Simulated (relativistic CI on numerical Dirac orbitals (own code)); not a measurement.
Hyperfine structure of Ge XXII, mass number 73

Method of calculation: Dirac-Coulomb-Breit CI, separate exchange-only KLI orbitals for each configuration, QED by a radiative potential, unscaled Slater integrals (own radial code, finite nucleus).

Configuration list (outside the closed core [Ne]): 3s, 3p, 3d, 4s, 4p, 4d, 4f, 5s, 5p, 5d, 5f, 5g, 6s, 6p, 6d. Levels of other configurations are missing.

Nuclear spin I = 9/2, μ = -0.87824 μN, Q = -0.196 b (tables of Stone and Pyykkö). The electronic factors are computed for point nuclear moments, without core polarisation or the Bohr-Weisskopf and QED corrections.

```csv
Level,E (eV),A (MHz),B (MHz)
3s ²S1/2,0.000,-41020,
3p ²P°1/2,47.522,-12260,
3p ²P°3/2,54.832,-2243,-4230
3d ²D3/2,118.691,-1037,-651
3d ²D5/2,119.940,-439.5,-908
4s ²S1/2,409.431,-16370,
4p ²P°1/2,428.638,-4981,
4p ²P°3/2,431.534,-914.5,-1720
```

Levels with J = 0, under 50 % of one LS term, or S terms without an open s electron are left out. Small factors come from cancelling terms and can be off by tens of per cent or more.

At this charge energies of transitions that change n are usually good to better than 1 %, and those within a shell (Δn = 0) to a few per cent.

**Question.** Give the hyperfine levels of 3s ²S1/2 relative to its centre of gravity.

**Answer.** With K = F(F + 1) − I(I + 1) − J(J + 1), E = AK/2: F = 4: 112800, F = 5: -92300 MHz.
